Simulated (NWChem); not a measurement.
System: LaSiH3OF2; SMILES [F][La]([F])[O][SiH3]

Input file for NWChem:

```
start job
memory heap 200 mb stack 900 mb global 1100 mb
geometry units angstroms noautoz
  La    -0.087415     0.764831     0.387541
  F      1.664689     1.827207    -0.229011
  F     -1.937077     1.622803    -0.260345
  O      0.034143    -1.419773     0.132947
  Si     0.031116    -3.043737    -0.146976
  H     -1.349556    -3.615542    -0.029238
  H      0.899748    -3.758385     0.844293
  H      0.543515    -3.362615    -1.517955
end
basis spherical
  * library def2-svpd
end
ecp
  La library def2-ecp
end
dft
  xc hfexch
  iterations 150
  mulliken
end
task dft energy
```

The geometry was optimised at PBE0/def2-SVP. No frequency run checked for a minimum. def2 effective core potentials on La; no spin-orbit coupling.

Problem. What results follow from this input? (Hartree-Fock/def2-SVPD with def2 effective core potentials on La.) Quantities: basis functions; energy (Ha); highest occupied level (eV); orbital gap (eV); dipole (D).

Solution. 
| Property | Result |
|---|---|
| number of basis functions | 152 |
| energy (Ha) | -595.55 |
| highest occupied level (eV) | -11.78 |
| orbital gap (eV) | 11.47 |
| dipole (D) | 4.59 |
